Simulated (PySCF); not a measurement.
Al(H)2(NMe2) (C₂H₈AlN), SMILES C[N](C)[AlH2].

The structure is a stationary point at PBE0-D3(BJ)/def2-SVP. The structure was generated by enumeration; whether it is a known compound was not checked.

Computed with TDDFT-LC-ωPBE/def2-SVPD in PySCF.

Vertical excitations. The molecule is in vacuum. State labels are in the subgroup C2v.

```tsv
state	symmetry	energy (eV)	λ (nm)	f	main pairs
S1	A1	5.65	220	0.146	HOMO→LUMO 96 %
S2	B1	6.36	195	0.005	HOMO→LUMO+1 46 %, HOMO→LUMO+2 33 %, HOMO→LUMO+3 11 %
S3	A2	6.44	193	0.000	HOMO−1→LUMO 98 %
S4	B1	7.38	168	0.010	HOMO→LUMO+3 49 %, HOMO−2→LUMO 26 %, HOMO→LUMO+5 8 %
S5	B1	7.64	162	0.083	HOMO−2→LUMO 58 %, HOMO→LUMO+3 28 %
S6	B1	7.65	162	0.016	HOMO→LUMO+2 31 %, HOMO→LUMO+5 25 %, HOMO→LUMO+1 22 %, HOMO−2→LUMO 10 %
S7	A2	7.84	158	0.000	HOMO→LUMO+4 83 %
S8	B1	8.11	153	0.051	HOMO→LUMO+5 57 %, HOMO→LUMO+1 21 %, HOMO→LUMO+2 10 %
S9	B2	8.35	148	0.003	HOMO−1→LUMO+2 53 %, HOMO→LUMO+6 23 %, HOMO−1→LUMO+5 16 %
S10	B2	8.49	146	0.029	HOMO→LUMO+6 70 %, HOMO−1→LUMO+2 16 %
T1	A1	4.56	272	0	HOMO→LUMO 92 %
T2	A2	5.78	214	0	HOMO−1→LUMO 94 %
T3	B1	6.03	206	0	HOMO→LUMO+1 33 %, HOMO→LUMO+2 33 %, HOMO→LUMO+3 21 %, HOMO→LUMO+11 5 %
T4	B1	6.85	181	0	HOMO−2→LUMO 72 %, HOMO−5→LUMO 16 %
```
Triplets are in the Tamm–Dancoff approximation, which puts them higher than full response would, so one can lie above its singlet here.
Roots above 8.4 eV, the ΔSCF ionisation energy, lie in the ionisation continuum and depend on the basis.
